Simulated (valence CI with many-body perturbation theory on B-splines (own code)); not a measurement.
# Ladder of approximations for Co VI

Calculated by relativistic CI+MBPT: four valence electrons over a frozen Dirac-Fock core [Ar], radial functions for each j: 9 s, 9 p, 10 d, 8 f, 5 g, 3 h, 1 i, with the one-electron correlation potential Σ1, the two-electron term Σ2, the three-electron term Σ3, Breit, model QED; selected CI, second order for the rest, scaled by the run's own slope (own B-spline code, finite nucleus).

Against 58 measured levels this calculation errs by 1734 cm⁻¹ on average and by 4406 at most. These come from a selection out of Sugar and Corliss, J. Phys. Chem. Ref. Data 10, 1097 (1981). Levels without a partner in it may be off by more, other configurations by 1,000 to 8,000 cm⁻¹. Only levels of the ground parity were solved; by the run's estimate the other parity begins above the list, which can be wrong where configurations are misplaced.

Each rung adds one term. CI alone is the Dirac-Coulomb CI over the frozen core; QED comes last and gives the full result, which names the levels. Energies are above 3d4 5D_0 on the same rung, in cm⁻¹. A blank means that the level has no clear partner on that rung.

Letters in brackets count levels of one name in rising energy.

| Level | CI alone | Σ1 | Σ2 | Σ3 | Breit | QED | Full |
| --- | --- | --- | --- | --- | --- | --- | --- |
| 3d4 5D_1 | 197 | +14 | +20 | +0.3 | -30 | +0.9 | 203 |
| 3d4 5D_2 | 569 | +42 | +58 | +0.7 | -88 | +2.7 | 584 |
| 3d4 5D_3 | 1093 | +79 | +113 | +0.8 | -176 | +5.0 | 1115 |
| 3d4 5D_4 | 1748 | +123 | +178 | +0.3 | -291 | +7.7 | 1766 |
| 3d4 3H_4 | 27835 | +380 | -613 | -196 | -140 | +3.5 | 27269 |
| 3d4 3P_0 [a] | 26844 | +286 | +265 | +9.0 | +99 | -2.9 | 27501 |
| 3d4 3H_5 | 28274 | +415 | -571 | -187 | -252 | +5.5 | 27684 |
| 3d4 3H_6 | 28795 | +427 | -548 | -188 | -391 | +7.5 | 28102 |
| 3d4 3P_1 [a] | 27991 | +371 | +372 | +57 | -22 | +2.9 | 28773 |
| 3d4 3F_2 [a] | 30508 | +428 | -148 | -313 | -126 | +5.1 | 30354 |
| 3d4 3F_3 [a] | 30644 | +431 | -208 | -328 | -143 | +5.3 | 30401 |
| 3d4 3F_4 [a] | 30862 | +445 | -216 | -335 | -195 | +5.7 | 30566 |
| 3d4 3P_2 [a] | 29924 | +502 | +519 | +79 | -238 | +11 | 30797 |
| 3d4 3G_3 | 34399 | +486 | -921 | -417 | -146 | +5.8 | 33406 |
| 3d4 3G_4 | 34879 | +519 | -877 | -423 | -262 | +8.0 | 33844 |
| 3d4 3G_5 | 35291 | +542 | -882 | -420 | -348 | +9.4 | 34192 |
| 3d4 1I_6 | 42334 | +585 | -904 | -551 | -356 | +7.6 | 41116 |
| 3d4 1G_4 [a] | 42766 | +634 | +79 | -1790 | -256 | +9.3 | 41443 |
| 3d4 3D_3 | 43604 | +586 | -1566 | -759 | -172 | +6.6 | 41700 |
| 3d4 3D_2 | 43718 | +592 | -1523 | -744 | -168 | +7.3 | 41883 |
| 3d4 3D_1 | 43916 | +612 | -1520 | -758 | -141 | +8.0 | 42116 |
| 3d4 1S_0 [a] | 48148 | +679 | +405 | -3126 | -146 | +8.9 | 45969 |
| 3d4 1D_2 [a] | 51887 | +728 | -965 | +1173 | -164 | +8.4 | 52668 |
| 3d4 1F_3 | 61000 | +810 | -2131 | +101 | -186 | +7.8 | 59601 |
| 3d4 3P_2 [b] |  |  |  | +287 | -106 | +6.6 | 70432 |
| 3d4 3F_4 [b] | 70842 | +934 | -892 | +46 | -201 | +8.5 | 70738 |
| 3d4 3F_2 [b] |  |  |  | +70 | -142 | +8.5 | 70854 |
| 3d4 3F_3 [b] | 71009 | +955 | -922 | +52 | -177 | +9.3 | 70926 |
| 3d4 3P_1 [b] | 72147 | +984 | -1452 | +329 | -156 | +11 | 71865 |
| 3d4 3P_0 [b] | 72794 | +1032 | -1391 | +325 | -219 | +14 | 72555 |
| 3d4 1G_4 [b] | 80814 | +1069 | -1402 | +247 | -221 | +9.4 | 80516 |

The middle columns are the shifts that each term adds.

How does the ionisation energy move along the ladder, and which term matters most?

CI alone 96.29, + Σ1 98.06, + Σ2 101.88, + Σ3 101.88, + Breit 101.88, + QED 101.89 eV. The largest step is Σ2, 3.81 eV. NIST lists 102 ± 0.2 eV (semi-empirical).
